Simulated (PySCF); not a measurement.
Working out the excitation energy of Be

Be [He] 2s2 (1S) → Be [He] 2s1 2p1 (3P). All numbers are calculated (PySCF 2.14, no relativity, point nucleus, in cc-pVQZ (5s4p3d2f1g, 55 functions)). Frozen: 1s2. Energies in hartree (1 hartree = 27.21139 eV):

```
             part  Be (lower)  Be (upper)
              UHF  -14.572968  -14.513406
MP2 opposite-spin   -0.029410    0.000000
    MP2 same-spin    0.000000   -0.002822
```

Question: What does Hartree-Fock give?

Answer: (-14.513406) − (-14.572968) = 0.059562 hartree = 1.621 eV.

Question: What do MP2 and SCS-MP2 (6/5 opposite-spin, 1/3 same-spin) give?

Answer: The opposite-spin parts differ by 0.800 eV and the same-spin parts by -0.077 eV. MP2: 1.621 + (0.800) + (-0.077) = 2.344 eV. SCS-MP2: 1.621 + 1.2 × (0.800) + (-0.077)/3 = 2.555 eV.

Measured between the centres of the two terms (NIST): 2.725 eV, so MP2 (valence) is off by -0.381 eV.

What remains against the reference includes basis incompleteness, the frozen core and correlation beyond second order.
